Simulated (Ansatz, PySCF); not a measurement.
Constitutional and geometric isomers with formula H4B2N2. Isolated molecules, 0 K electronic values unless said otherwise. One relaxed conformer stands for each flexible species; it need not be the lowest. Strings in code marks are SMILES.

Quantity: vertical ionisation energy (energy after one electron is removed minus that of the parent at the parent's geometry), in eV.

Level 1: frozen-core CCSD(T)/cc-pVTZ // PBE0-D4/def2-TZVP (Ansatz, a program for electronic structure)
Level 2: PBE/6-31G* // PBE0-D4/def2-TZVP (PySCF)
Level 3: minus the HOMO energy of B3LYP-D3(BJ)/def2-TZVP // PBE0-D4/def2-TZVP (PySCF)
Level 4: minus the HOMO energy of B3LYP/6-31G* // PBE0-D4/def2-TZVP (PySCF)

| species | level 2 | level 3 | level 4 |
|---|---|---|---|
| `B=NBN` | 9.55 | 7.53 | 7.16 |
| `N=BBN` | 9.73 | 7.78 | 7.27 |
| `BNB=N` | 9.72 | 7.53 | 7.09 |

What does level 1 give for each, and how far do the other levels lie from it on average?


- `B=NBN`: 10.16
- `N=BBN`: 10.53
- `BNB=N`: 10.19
Mean absolute difference from level 1, which has limits of its own, over these rows (drawn at random from the members that have all these levels): level 2 0.63 eV, level 3 2.68 eV, level 4 3.12 eV.
